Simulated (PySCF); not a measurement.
C8H18BN.
Atom-mapped SMILES: `[CH2:1]=[C:2]([CH3:3])[C@@H:4]1[BH2-:5][N+:6]([CH3:7])([CH3:8])[CH2:9][CH2:10]1` (hydrogens: H11, H12 on C1; H13, H14, H15 on C3; H16 on C4; H17, H18 on B5; H19, H20, H21 on C7; H22, H23, H24 on C8; H25, H26 on C9; H27, H28 on C10)

Theory: PBE0-D3(BJ)/def2-SVP geometry optimisation, gas phase in PySCF.

(1) What internal coordinates does the optimisation give?

## Answers

(1) 
```
                  bond  length (bohr)
                 C1=C2          2.534
                 C2–C3          2.836
                 C2–C4          2.840
                 C4–B5          3.132
                 B5–N6          3.123
                 N6–C7          2.772
                 N6–C8          2.780
                 N6–C9          2.808
                C9–C10          2.867
                C4–C10          2.905
                C1–H11          2.066
                C1–H12          2.065
C3–H13, C3–H14, C3–H15          2.082
                C4–H16          2.087
                B5–H17          2.316
                B5–H18          2.316
C7–H19, C7–H20, C7–H21          2.076
C8–H22, C8–H23, C8–H24          2.075
                C9–H25          2.085
                C9–H26          2.079
               C10–H27          2.079
               C10–H28          2.082
```

Bonds in one row agree within 0.02 bohr and their mean is given. A selection of angles:
```
    angle  degrees
 C1–C2–C3    120.8
 C1–C2–C4    125.4
 C3–C2–C4    113.8
 C2–C4–B5    109.7
C2–C4–C10    116.0
B5–C4–C10    105.1
 C4–B5–N6    101.7
 B5–N6–C7    112.0
 B5–N6–C8    110.2
 B5–N6–C9    102.4
 C7–N6–C8    109.4
 C7–N6–C9    111.7
 C8–N6–C9    111.0
N6–C9–C10    106.2
C4–C10–C9    106.3
```

Dihedral angles: C1–C2–C4–B5 108° (anticlinal); C2–C4–B5–N6 -132° (anticlinal); C4–B5–N6–C7 150°; B5–N6–C9–C10 -43° (synclinal); N6–C9–C10–C4 40° (synclinal); C2–C4–C10–C9 103° (anticlinal).

N6 (nitrogen bonded to B and 3 C) is distorted tetrahedral (angles from 102.4° to 112.0°). B5 (four-coordinate boron) is distorted tetrahedral (angles from 101.7° to 117.2°). Of the pairs four or more bonds apart, H11···H27 is among the closest relative to their van der Waals radii: 2.01 Å, 84 % of the sum of Bondi's values. The 5 C–C bonds span 1.341 Å (C1=C2, drawn double) to 1.537 Å (C4–C10, drawn single), a spread of 0.196 Å. The 5-membered ring C4–B5–N6–C9–C10 has internal angles of 101.7° to 106.3°; it is puckered, 0.19 Å rms from its mean plane, widest ring torsion 43°.

Point group: C1 (no symmetry element, even within 0.4 Å). No frequency check. One conformer, not necessarily the lowest.

Hardware: one thread of an Intel Xeon at 2.70 GHz, on a shared host. Cost: 5.9 min wall, 1.0 GiB resident at most. This is the geometry optimisation.
